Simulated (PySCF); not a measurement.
# C₆ coefficients of unlike pairs at UHF

Calculated with PySCF 2.14 from the dipole response of each species, C₆(A,B) = (3/π) ∫ α_A(iu) α_B(iu) du, in atomic units, from isotropic polarisabilities. For ions this is the dispersion term alone; charge-induced terms of lower order in 1/R come first.

| species | configuration | basis | relativity | α (bohr³) | C₆ (like pair) |
| --- | --- | --- | --- | --- | --- |
| Br | [Ar] 3d10 4s2 4p5 (2P) | aug-cc-pwCVDZ-PP with ECP10MDF (6s5p4d1f) | core potential | 18.97 | 152.8 |
| He | 1s2 (1S) | aug-cc-pVQZ-DK (5s4p3d2f) | spin-free X2C | 1.321 | 1.375 |
| Fe²⁺ | [Ar] 3d6 (5D) | x2c-TZVPPall with one added diffuse shell each of s, p, d, f type (7s6p5d3f1g) | spin-free X2C | 3.172 | 8.948 |
| Tc³⁺ | [Kr] 4d4 (5D) | def2-TZVPPD with the def2 core potential (28 electrons) (6s4p3d2f1g) | core potential | 4.821 | 21.91 |

Question: Estimate C₆ for Tc³⁺ with He.

Answer: The integral gives 5.451. The combination rule 2 C_A C_B / (C_A α_B/α_A + C_B α_A/α_B) gives 5.466 and the geometric mean 5.488.

No spin-orbit coupling is included.

The other pairs:

```json
{"pair": "Fe²⁺, Br", "C₆": "34.08"}
{"pair": "Tc³⁺, Fe²⁺", "C₆": "13.95"}
{"pair": "Fe²⁺, He", "C₆": "3.458"}
{"pair": "Tc³⁺, Br", "C₆": "53.66"}
{"pair": "He, Br", "C₆": "13.92"}
```
